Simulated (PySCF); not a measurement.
Compound: C₇H₅F₃O.
Geometry (PBE0-D3(BJ)/def2-SVP, Å), atoms numbered from 1 in this order:
```
atom  x, y, z in Å
F1    -0.4079    2.7974   -0.1040
C2    -0.0334    1.5456   -0.2527
C3    -0.7499    0.4237   -0.2233
C4    -2.1790    0.1798    0.0498
F5    -2.3067   -0.5232    1.2067
F6    -2.7350   -0.5781   -0.9260
C7     0.3393   -0.6670   -0.3200
C8     1.1170   -0.6554    1.0125
C9     1.8139    0.4806    0.9851
C10    1.4406    1.1219   -0.3694
O11    1.2789   -0.0283   -1.1751
H12   -2.7594    1.1135    0.1418
H13    0.0121   -1.6360   -0.7142
H14    1.0336   -1.4007    1.8024
H15    2.4576    0.9231    1.7438
H16    2.1302    1.8561   -0.8028
```

The closed-shell ground state was solved at several levels (PySCF, density fitting, gas phase, non-relativistic).

```csv
level,basis functions,HOMO (eV),LUMO (eV),gap (eV),dipole (D)
KT2/pcSseg-2,466,-5.82,-2.23,3.59,2.16
PBE0/pcSseg-1,212,-7.05,-1.20,5.85,2.23
CAM-B3LYP/def2-SVPD,272,-8.49,-0.15,8.34,2.27
```

Question: Estimate the row for B3LYP/pcJ-1, a basis of 347 functions; the other rows only guide the guess.

Answer: HOMO -6.79 eV, LUMO -1.39 eV, gap 5.40 eV, dipole 2.22 D.

Question: Over all these levels, which gives the widest orbital gap and which the narrowest?

Answer: CAM-B3LYP/def2-SVPD (range-separated hybrid) has the widest, 8.34 eV, and KT2/pcSseg-2 (GGA) the narrowest, 3.59 eV. Functional and basis both differ between the two, so the spread mixes both effects.

Question: How far do the dipole and the HOMO energy spread over the levels?

Answer: The dipole runs from 2.16 to 2.27 D (mean 2.22 D) and the HOMO from -8.49 to -5.82 eV.

One conformer stands for the species.
